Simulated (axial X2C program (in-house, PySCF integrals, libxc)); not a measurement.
AgH⁻: cheaper levels and CCSD(T), with spin–orbit coupling

All values were computed with an axial X2C code built on PySCF integrals. Two-component (2c) means X2C with spin–orbit coupling and atomic mean-field two-electron Coulomb and Gaunt terms. Basis: Ag dyall-acv3z [13s13p9d5f3g], H dyall-av3z [7s3p2d] (cores contracted in-house); Gaussian nuclei, density fitting, unrestricted open shells. Masses: Ag 106.905 u, H 1.008 u.

State: Ω = 1/2 (⟨Sz⟩ = 0.50, ⟨Lz⟩ = 0.00 at HF); fragments Ag- + H.

```
level  Re (Å)  ωe (cm⁻¹)  De (eV)
 PBE0   1.698     1446.9     1.74
   HF   1.778     1289.7     1.35
  MP2   1.667     1518.2     1.56
 CCSD   1.721     1370.0     1.63
 PW91   1.687     1461.7     1.73
```

Correlated methods: 13 electrons correlated (number of frozen shells: Ag 4 s, 3 p, 1 d; H none), 245 virtual spin orbitals or spinors in MP2, 90 natural virtuals in coupled cluster.

CCSD(T), same Hamiltonian and basis:

Re = 1.713 Å, ωe = 1388.0 cm⁻¹, De = 1.59 eV; T1 = 0.034 (Lee–Taylor normalisation).

Question: Give the differences from CCSD(T) in the columns below.

Answer: 

| level | ΔRe (Å) | Δωe (cm⁻¹) | ΔDe (eV) |
| --- | --- | --- | --- |
| PBE0 | -0.015 | 59 | 0.15 |
| HF | 0.065 | -98 | -0.24 |
| MP2 | -0.046 | 130 | -0.03 |
| CCSD | 0.008 | -18 | 0.04 |
| PW91 | -0.026 | 74 | 0.14 |

Occupations by symmetry block were frozen at the best pattern of an incomplete PBE0 search. Dissociation energies refer to the lowest single-determinant-based atoms at the same level and basis. Density functionals use the spin component along the axis (collinear). Coupled cluster ran in a truncated set of natural virtual spinors; the MP2 energy of the rest was added. (T) has no such correction and the atoms are truncated less, which lowers De at CCSD(T) by a hundredth of an eV or more. The highest occupied level of some functionals is positive through self-interaction error; at Hartree–Fock it is bound. Hartree–Fock gets electron affinities wrong, so its lowest charge split need not be the true one.
